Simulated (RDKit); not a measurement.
Input for RDKit: UFF on C3H9B (SMILES BC(C)C), a point of a torsion scan.

```python
from rdkit import Chem
from rdkit.Chem import AllChem, rdDetermineBonds

blocks = [
'''13

B    -0.34377530    1.57170275    0.25483035
C     0.12774390    0.06605409    0.31355365
C     1.47564142   -0.15489827    1.00627311
C    -0.97122495   -0.70167561    1.07687623
H    -1.01095256    1.94491065   -0.62971152
H    -0.06267277    2.30833473    1.11783542
H     0.18925309   -0.38267753   -0.68426285
H     1.71983874   -1.21582525    1.04771156
H     1.45159779    0.23073707    2.02300424
H     2.26917136    0.35704585    0.46624813
H    -1.07237725   -0.31581939    2.08911397
H    -0.71583273   -1.75838331    1.13625685
H    -1.93155451   -0.60559904    0.57523696
''',
]
mol = None
for b in blocks:
    f = Chem.MolFromXYZBlock(b)
    rdDetermineBonds.DetermineBonds(f, charge=0)
    mol = f if mol is None else Chem.CombineMols(mol, f)
Chem.SanitizeMol(mol)
print(Chem.MolToSmiles(Chem.RemoveHs(mol)))
ff = AllChem.UFFGetMoleculeForceField(mol, vdwThresh=100.0, ignoreInterfragInteractions=False)
e = ff.CalcEnergy()
print(f'UFF energy {e:.6f} kcal/mol')
```

It printed:

```
BC(C)C
UFF energy 6.211813 kcal/mol
```

The run finished.

Cost: around 0.020 core-seconds (rough).
